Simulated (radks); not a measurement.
The molybdenum anion Mo- inside a hard spherical wall (all orbitals vanish at R), configuration held at [Kr] 4d5 5s2 and not refilled when levels cross. Calculated with a radial shooting solver on a logarithmic mesh with Libxc functionals: scalar-relativistic Kohn-Sham, r2SCAN, spin-unpolarised, spherical densities, finite nucleus; meta-GGA in the generalised Kohn-Sham scheme; Fermi nuclear charge, rms radius 4.4091 fm. Eigenvalues in eV, with the zero of energy where the potential of the charges vanishes at infinity; a dash marks a level that is unbound or too diffuse for the functional's potential to be trusted. A positive occupied level is held by the wall or, in an anion where self-interaction has pushed it up, behind a barrier. The pressure on the wall is -dE/dV.

\begin{tabular}{lrrrrrrrrr}
R (bohr) & E (hartree) & kinetic (hartree) & e(4s) & e(4p) & e(5s) & e(4d) & e(5p, empty) & e(6s, empty) & pressure (GPa) \\ \hline
15 & -4049.19132 & 4175.097 & -61.080 & -34.455 & 0.495 & 1.530 & 2.820 & 3.554 & 0.00196 \\
12 & -4049.18974 & 4175.107 & -60.928 & -34.302 & 0.612 & 1.674 & 3.182 & 4.997 & 0.0190 \\
8 & -4049.16348 & 4175.232 & -59.795 & -33.171 & 1.543 & 2.710 & 4.864 & 10.913 & 0.771 \\
7 & -4049.13082 & 4175.370 & -58.901 & -32.285 & 2.335 & 3.502 & 6.093 & 14.889 & 2.33 \\
6 & -4049.05212 & 4175.675 & -57.298 & -30.711 & 3.873 & 4.903 & 8.342 & 21.832 & 7.91 \\
5 & -4048.84377 & 4176.418 & -54.300 & -27.807 & 7.175 & 7.534 & 12.921 & 35.150 & 31.6 \\
3.5 & -4047.41217 & 4181.127 & -43.409 & -17.461 & 24.500 & 18.067 & 35.238 & 92.618 & 429 \\
3 & -4045.70452 & 4186.756 & -35.561 & -9.879 & 42.001 & 26.813 & 56.315 & 141.53 & 1320 \\
2.5 & -4041.52835 & 4200.369 & -21.888 & 4.055 & 79.460 & 43.734 & 98.958 & 233.53 & 4940 \\
2 & -4029.55510 & 4236.783 & 6.568 & 34.918 & 169.14 & 81.445 & 195.63 & 428.18 & 23800 \\
\end{tabular}
